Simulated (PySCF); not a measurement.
C₃H₁₀InNO₂, singlet, at a GFN2-xTB geometry (such geometries of metal compounds can be far from the true shape) (all electrons, no relativity); CASCI(6,6)/STO-3G (PySCF).

The PySCF input:
```python
from pyscf import gto, scf, mcscf
import numpy

mol = gto.M(
    atom='''
In   -0.23354438    0.13981651    0.16615676
O    -2.01454957    0.03872926   -0.75891898
C    -2.76916620    1.19102160   -1.01294204
H    -2.18889129    1.97320073   -1.51631990
H    -3.58437554    0.88861861   -1.67808087
H    -3.20777089    1.60903775   -0.09829342
O     0.68343374   -1.60298683    0.58030673
C     2.07769694   -1.63630692    0.54559731
C     2.65523697   -1.24385635   -0.80853619
H     2.51616815   -0.99963284    1.32979392
H     2.34782821   -2.67706289    0.77342923
H     2.40667412   -0.19641746   -1.01110595
H     3.73625403   -1.36542889   -0.81387270
H     2.21572753   -1.86456969   -1.58759022
N     0.68720504    1.97660164    0.50199628
H     1.27173062    1.91115262    1.32913845
H    -0.01378495    2.68279213    0.70142986
''',
    basis='sto-3g',
    verbose=4,
)

mf = scf.RHF(mol)
mf.kernel()
mc = mcscf.CASCI(mf, 6, 6)
mc.fix_spin_(ss=0.0)
mc.kernel()
occ = numpy.linalg.eigvalsh(mc.fcisolver.make_rdm1(mc.ci, mc.ncas, mc.nelecas))[::-1]
ss = mc.fcisolver.spin_square(mc.ci, mc.ncas, mc.nelecas)[0]
print('natural occupations', occ.round(4), ' <S^2>', round(ss, 4))
```

It wrote (shortened):

```
PySCF version 2.14.0

[INPUT] verbose = 4
[INPUT] num. atoms = 17
[INPUT] num. electrons = 100
[INPUT] charge = 0
[INPUT] spin (= nelec alpha-beta = 2S) = 0
[INPUT] symmetry False subgroup None
[INPUT] Mole.unit = angstrom
[INPUT] Symbol           X                Y                Z      unit          X                Y                Z       unit  Magmom
[INPUT]  1 In    -0.233544380000   0.139816510000   0.166156760000 AA   -0.441334916131   0.264214911593   0.313990770145 Bohr   0.0
[INPUT]  2 O     -2.014549570000   0.038729260000  -0.758918980000 AA   -3.806946951660   0.073187694407  -1.434149022934 Bohr   0.0
[INPUT]  3 C     -2.769166200000   1.191021600000  -1.012942040000 AA   -5.232965711403   2.250704632441  -1.914183035658 Bohr   0.0
[INPUT]  4 H     -2.188891290000   1.973200730000  -1.516319900000 AA   -4.136405054546   3.728808968492  -2.865429328228 Bohr   0.0
[INPUT]  5 H     -3.584375540000   0.888618610000  -1.678080870000 AA   -6.773488098190   1.679245802092  -3.171113259172 Bohr   0.0
[INPUT]  6 H     -3.207770890000   1.609037750000  -0.098293420000 AA   -6.061808452452   3.040640671586  -0.185747643647 Bohr   0.0
[INPUT]  7 O      0.683433740000  -1.602986830000   0.580306730000 AA    1.291502592887  -3.029206089985   1.096620787942 Bohr   0.0
[INPUT]  8 C      2.077696940000  -1.636306920000   0.545597310000 AA    3.926278186447  -3.092171934531   1.031029490199 Bohr   0.0
[INPUT]  9 C      2.655236970000  -1.243856350000  -0.808536190000 AA    5.017670669120  -2.350547839801  -1.527911960899 Bohr   0.0
[INPUT] 10 H      2.516168150000  -0.999632840000   1.329793920000 AA    4.754868686854  -1.889032292721   2.512946310912 Bohr   0.0
[INPUT] 11 H      2.347828210000  -2.677062890000   0.773429230000 AA    4.436752304428  -5.058915680337   1.461569421433 Bohr   0.0
[INPUT] 12 H      2.406674120000  -0.196417460000  -1.011105950000 AA    4.547954957879  -0.371175205483  -1.910713328418 Bohr   0.0
[INPUT] 13 H      3.736254030000  -1.365428890000  -0.813872700000 AA    7.060496848502  -2.580286644669  -1.537996503260 Bohr   0.0
[INPUT] 14 H      2.215727530000  -1.864569690000  -1.587590220000 AA    4.187118198359  -3.523526054265  -3.000110713838 Bohr   0.0
[INPUT] 15 N      0.687205040000   1.976601640000   0.501996280000 AA    1.298629317021   3.735235756966   0.948635484750 Bohr   0.0
[INPUT] 16 H      1.271730620000   1.911152620000   1.329138450000 AA    2.403222576023   3.611555034045   2.511707652129 Bohr   0.0
[INPUT] 17 H     -0.013784950000   2.682792130000   0.701429860000 AA   -0.026049780141   5.069742374839   1.325510330992 Bohr   0.0

nuclear repulsion = 737.461172705161
number of shells = 39
number of NR pGTOs = 201
number of NR cGTOs = 67
basis = sto-3g
ecp = {}

******** <class 'pyscf.scf.hf.RHF'> ********
method = RHF
initial guess = minao
damping factor = 0
level_shift factor = 0
DIIS = <class 'pyscf.scf.diis.CDIIS'>
diis_start_cycle = 1
diis_space = 8
diis_damp = 0
SCF conv_tol = 1e-09
SCF conv_tol_grad = None
SCF max_cycles = 50
direct_scf = True
direct_scf_tol = 1e-13
Set gradient conv threshold to 3.16228e-05
Initial guess from minao.
init E= -5987.45048613391
  HOMO = -0.508935862267699  LUMO = -0.316951581802103  gap/eV = 5.22416
cycle= 1 E= -6002.10779990615  delta_E= -14.7  |g|= 0.802  |ddm|= 4.94
  HOMO = -0.0945319752066139  LUMO = 0.31283694468974  gap/eV = 11.08507
cycle= 2 E= -6002.34637978205  delta_E= -0.239  |g|= 0.28  |ddm|= 1.49
  HOMO = -0.241764374790108  LUMO = 0.257240951391936  gap/eV = 13.57863
cycle= 3 E= -6002.37555599733  delta_E= -0.0292  |g|= 0.068  |ddm|= 0.489
  HOMO = -0.262156568482687  LUMO = 0.236924807219687  gap/eV = 13.58070
cycle= 4 E= -6002.37798775374  delta_E= -0.00243  |g|= 0.0162  |ddm|= 0.137
  HOMO = -0.261432787397716  LUMO = 0.235301151371334  gap/eV = 13.51682
cycle= 5 E= -6002.37817384119  delta_E= -0.000186  |g|= 0.00485  |ddm|= 0.0445
  HOMO = -0.262561760561213  LUMO = 0.235451152066687  gap/eV = 13.55162
cycle= 6 E= -6002.37819476372  delta_E= -2.09e-05  |g|= 0.00148  |ddm|= 0.0158
  HOMO = -0.262666354802506  LUMO = 0.235285110435835  gap/eV = 13.54995
cycle= 7 E= -6002.378197501  delta_E= -2.74e-06  |g|= 0.000335  |ddm|= 0.00708
  HOMO = -0.262687010549259  LUMO = 0.235284933985036  gap/eV = 13.55051
cycle= 8 E= -6002.37819765905  delta_E= -1.58e-07  |g|= 0.000103  |ddm|= 0.00162
  HOMO = -0.2626726994396  LUMO = 0.235290377729884  gap/eV = 13.55027
cycle= 9 E= -6002.37819767322  delta_E= -1.42e-08  |g|= 2.49e-05  |ddm|= 0.000513
  HOMO = -0.262671610559191  LUMO = 0.235293155087695  gap/eV = 13.55031
cycle= 10 E= -6002.37819767391  delta_E= -6.91e-10  |g|= 7.83e-06  |ddm|= 0.000103
  HOMO = -0.262671235667545  LUMO = 0.23529299029608  gap/eV = 13.55030
Extra cycle  E= -6002.37819767406  delta_E= -1.47e-10  |g|= 3.95e-06  |ddm|= 2.18e-05
converged SCF energy = -6002.37819767406

******** <class 'pyscf.mcscf.casci.CASCI'> ********
CAS (3e+3e, 6o), ncore = 47, nvir = 14
natorb = False
canonicalization = True
sorting_mo_energy = False
******** <class 'pyscf.fci.addons.SpinPenaltyFCISolver'> ********
max. cycles = 200
conv_tol = 1e-08
davidson only = True
linear dependence = 1e-12
level shift = 0.001
max iter space = 12
nroots = 1
pspace_size = 400
spin = None
Density matrix diagonal elements [1.99155442 1.99363842 1.99014059 0.00814766 0.01218454 0.00433436]
CASCI converged
CASCI E = -6002.38799419191  E(CI) = -6.18401185422226  S^2 = 0.0000000
natural occupations [1.995  1.9908 1.9901 0.0139 0.006  0.0041]  <S^2> 0.0
```
